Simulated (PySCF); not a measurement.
Series: H2E=E'H2. Isolated molecules, 0 K electronic values unless said otherwise. One relaxed conformer stands for each flexible species; it need not be the lowest. Strings in code marks are SMILES.

The LUMO from two functionals at the same geometries (CAM-B3LYP-D3(BJ)/def2-TZVP), both in PySCF: PBE-D3(BJ)/def2-TZVP and CAM-B3LYP-D3(BJ)/def2-TZVP. 

```
species         PBE-D3(BJ)/def2-TZVP (eV)
--------------  -------------------------
`C=[SiH2]`                          -2.05
`[CH2]=[GeH2]`                      -2.03
`C=[NH2+]`                          -9.76
`[SnH2]=[CH2]`                      -2.30
```

Task: What does CAM-B3LYP-D3(BJ)/def2-TZVP give for each?

Result: 
- `C=[SiH2]`: -0.14
- `[CH2]=[GeH2]`: -0.18
- `C=[NH2+]`: -7.23
- `[SnH2]=[CH2]`: -0.62
Over these rows, drawn at random from the members with no instability flagged (it was tested for open shells, ions and some series alone), PBE minus CAM-B3LYP-D3(BJ): mean -1.99 eV, from -2.53 eV to -1.67 eV.
